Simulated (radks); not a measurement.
Values are calculated unless marked as measured or tabulated.
Spherical quantum dot in the effective-mass picture: electrons in a hard-walled sphere of radius 5.15, all in effective atomic units (hartree* = m*/eps^2 hartree, bohr* = eps/m* bohr), one dielectric constant everywhere. Level of theory: non-relativistic Kohn-Sham, LDA (Slater exchange, Perdew-Wang correlation), spin-polarised, spherical densities (a radial shooting solver with Libxc functionals). Levels are named by radial order and angular momentum (1s, 1p, 1d, 2s, ...), and open shells are averaged over m.

N = 32, configuration 1s2 1p6 1d10 1f14. This is the lowest configuration that the search found. Occupied and some empty levels:

level  occupation  eigenvalue (hartree*)  <r> (bohr*)
1s              2                 7.7733        3.754
1p              6                 7.8532        3.818
1d             10                 8.0018        3.887
1f             14                 8.2127        3.951
1g              0                 8.4815        4.010
2s              0                 8.5907        2.296
2p              0                 8.8846        2.698
2d              0                 9.2479        2.952

Energy (hartree*): total 138.641, kinetic 27.787, external 0, Hartree 122.63, exchange-correlation -11.771. Static polarisability (adiabatic kernel): 82.11 bohr*^3.

Electron density:

r (bohr*)  n(r) (e/bohr*^3)
0.285             0.0005100
0.669             0.0007715
1.05               0.001454
1.44               0.003063
1.82               0.006657
2.20                0.01409
2.59                0.02791
2.97                0.05050
3.35                0.08050
3.74                 0.1070
4.12                 0.1077
4.50                0.06710
4.89                0.01366
